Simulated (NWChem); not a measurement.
System: CHAgO; SMILES [C-](->[AgH])#[O+]

Here is an NWChem input.

```
start job
memory heap 200 mb stack 900 mb global 1100 mb
geometry units angstroms
  Ag    -0.200840    -0.295995    -0.352957
  H     -1.263670    -0.040301    -1.474567
  O      0.832190     1.582647     1.618455
  C      0.801236     0.553477     1.137719
end
basis spherical
  * library def2-svp
end
ecp
  Ag library def2-ecp
end
dft
  xc pbe0
  iterations 150
end
driver
  maxiter 120
end
task dft optimize
dft
  grid fine
  convergence energy 1d-8 density 1d-7
end
task dft freq numerical
```

Excerpt of the output:

```
             Northwest Computational Chemistry Package (NWChem) 7.3.0
             --------------------------------------------------------

 C1  symmetry detected

                             Geometry "geometry" -> ""
                             -------------------------

 Output coordinates in angstroms (scale by  1.889725989 to convert to a.u.)

  No.       Tag          Charge          X              Y              Z
 ---- ---------------- ---------- -------------- -------------- --------------
    1 Ag                  47.0000     0.00960536     0.54608801    -0.00051461
    2 H                    1.0000    -1.14074325     1.60881489     0.01696923
    3 O                    8.0000    -0.21413134    -2.35784950    -0.00142817
    4 C                    6.0000     0.40039032    -1.40202593     0.00310716

 Effective nuclear repulsion energy (a.u.)     183.6310256553

                                Z-matrix (autoz)
                                --------

 Units are Angstrom for bonds and degrees for angles

      Type          Name      I     J     K     L     M      Value
      ----------- --------  ----- ----- ----- ----- ----- ----------
    1 Stretch                  1     2                       1.56620
    2 Stretch                  1     4                       1.98693
    3 Stretch                  3     4                       1.13633
    4 Bend                     1     4     3               135.91811
    5 Bend                     2     1     4               144.06844
    6 Torsion                  2     1     4     3           1.67071

                           NWChem Geometry Optimization
                           ----------------------------

 maximum gradient threshold         (gmax) =   0.000450
 rms gradient threshold             (grms) =   0.000300
 maximum cartesian step threshold   (xmax) =   0.001800
 rms cartesian step threshold       (xrms) =   0.001200
 fixed trust radius                (trust) =   0.300000
 source of zmatrix                         =   autoz

          -------------------
          Energy Minimization
          -------------------

 Using diagonal initial Hessian
 Scaling for Hessian diagonals: bonds = 1.00  angles = 0.25  torsions = 0.10

          --------
          Step   0

                                 NWChem DFT Module
                                 -----------------

 Summary of "ao basis" -> "ao basis" (spherical)
 ------------------------------------------------------------------------------
       Tag                 Description            Shells   Functions and Types
 ---------------- ------------------------------  ------  ---------------------
 Ag                         def2-svp                11       31   5s3p2d1f
 H                          def2-svp                 3        5   2s1p
 O                          def2-svp                 6       14   3s2p1d
 C                          def2-svp                 6       14   3s2p1d

            General Information
            -------------------
          SCF calculation type: DFT
          Wavefunction type:  closed shell.
          No. of atoms     :     4
          No. of electrons :    34
           Alpha electrons :    17
            Beta electrons :    17
          Charge           :     0
          Spin multiplicity:     1
          Use of symmetry is: off; symmetry adaption is: off
          Maximum number of iterations: 150
          AO basis - number of functions:    64
                     number of shells:    26
          Convergence on energy requested:  1.00D-06
          Convergence on density requested:  1.00D-05
          Convergence on gradient requested:  5.00D-04

              XC Information
              --------------
                         PBE0 Method XC Functional
                     Hartree-Fock (Exact) Exchange  0.250
          PerdewBurkeErnzerhof Exchange Functional  0.750
            Perdew 1991 LDA Correlation Functional  1.000 local
           PerdewBurkeErnz. Correlation Functional  1.000 non-local

             Grid Information
             ----------------
          Grid used for XC integration:  medium
          Radial quadrature: Mura-Knowles
          Angular quadrature: Lebedev.
          Tag              B.-S. Rad. Rad. Pts. Rad. Cut. Ang. Pts.
          ---              ---------- --------- --------- ---------
          Ag                  1.60      123           8.0       590
          H                   0.35       45          10.0       434
          O                   0.60       49          11.0       434
          C                   0.70       49          10.0       434
          Grid pruning is: on
          Number of quadrature shells:   266
          Spatial weights used:  Erf1

      Superposition of Atomic Density Guess
      -------------------------------------

 Sum of atomic energies:        -280.47178340

[...]

      ----------------------
      Optimization converged
      ----------------------

  Step       Energy      Delta E   Gmax     Grms     Xrms     Xmax
  ---- ---------------- -------- -------- -------- -------- --------
@    9    -260.63954840 -7.7D-08  0.00036  0.00015  0.00073  0.00168
                                     ok       ok       ok       ok

                                Z-matrix (autoz)
                                --------

 Units are Angstrom for bonds and degrees for angles

      Type          Name      I     J     K     L     M      Value     Gradient
      ----------- --------  ----- ----- ----- ----- ----- ---------- ----------
    1 Stretch                  1     2                       1.63979   -0.00008
    2 Stretch                  1     4                       2.07626    0.00036
    3 Stretch                  3     4                       1.12581    0.00003
    4 Bend                     1     4     3               179.67192   -0.00005
    5 Bend                     2     1     4               179.80592   -0.00002
    6 Torsion                  2     1     4     3          -1.32435   -0.00000

                         Geometry "geometry" -> "geometry"
                         ---------------------------------

 Output coordinates in angstroms (scale by  1.889725989 to convert to a.u.)

  No.       Tag          Charge          X              Y              Z
 ---- ---------------- ---------- -------------- -------------- --------------
    1 Ag                  47.0000    -0.45843065     0.48083219     0.00772635
    2 H                    1.0000    -0.84836711     2.07357531     0.01344165
    3 O                    8.0000     0.31979321    -2.62520392    -0.00354118
    4 C                    6.0000     0.04212564    -1.53417610     0.00050679

 Effective nuclear repulsion energy (a.u.)     173.4696342273

                Final and change from initial internal coordinates
                --------------------------------------------------

                                Z-matrix (autoz)
                                --------

 Units are Angstrom for bonds and degrees for angles

      Type          Name      I     J     K     L     M      Value       Change
      ----------- --------  ----- ----- ----- ----- ----- ---------- ----------
    1 Stretch                  1     2                       1.63979    0.07359
    2 Stretch                  1     4                       2.07626    0.08934
    3 Stretch                  3     4                       1.12581   -0.01052
    4 Bend                     1     4     3               179.67192   43.75381
    5 Bend                     2     1     4               179.80592   35.73749
    6 Torsion                  2     1     4     3          -1.32435   -2.99507

[...]

 Rotational Constants
 --------------------
 A= ********** cm-1  (********** K)
 B=   0.094907 cm-1  (  0.136547 K)
 C=   0.094907 cm-1  (  0.136547 K)

 Temperature                      =   298.15K
 frequency scaling parameter      =   1.0000

 Zero-Point correction to Energy  =    7.833 kcal/mol  (  0.012483 au)
 Thermal correction to Energy     =   10.616 kcal/mol  (  0.016918 au)
 Thermal correction to Enthalpy   =   11.209 kcal/mol  (  0.017862 au)

 Total Entropy                    =   59.947 cal/mol-K
   - Translational                =   40.614 cal/mol-K (mol. weight = 135.9078)
   - Rotational                   =   13.535 cal/mol-K (symmetry #  =        1)
   - Vibrational                  =    5.798 cal/mol-K

 Cv (constant volume heat capacity) =   12.258 cal/mol-K
   - Translational                  =    2.979 cal/mol-K
   - Rotational                     =    2.979 cal/mol-K
   - Vibrational                    =    6.299 cal/mol-K

[normal modes left out]

 ----------------------------------------------------------------------------
 Normal Eigenvalue ||           Projected Infra Red Intensities
  Mode   [cm**-1]  || [atomic units] [(debye/angs)**2] [(KM/mol)] [arbitrary]
 ------ ---------- || -------------- ----------------- ---------- -----------
    1       -0.000 ||    0.000042           0.001         0.041       0.008
    2       -0.000 ||    0.000702           0.016         0.685       0.126
    3        0.000 ||    0.000966           0.022         0.942       0.173
    4        0.000 ||    0.003847           0.089         3.751       0.689
    5        0.000 ||    0.003414           0.079         3.328       0.611
    6        0.000 ||    0.057745           1.332        56.293      10.335
    7      142.976 ||    0.060981           1.407        59.447      10.914
    8      280.854 ||    0.004847           0.112         4.725       0.868
    9      457.128 ||    0.082436           1.902        80.363      14.754
   10      472.383 ||    0.085123           1.964        82.982      15.235
   11     1839.520 ||    0.066989           1.545        65.304      11.989
   12     2289.207 ||    0.303402           7.000       295.771      54.301
 ----------------------------------------------------------------------------
```

Level: PBE0/def2-SVP with def2 effective core potentials on Ag. def2 effective core potentials on Ag; no spin-orbit coupling.
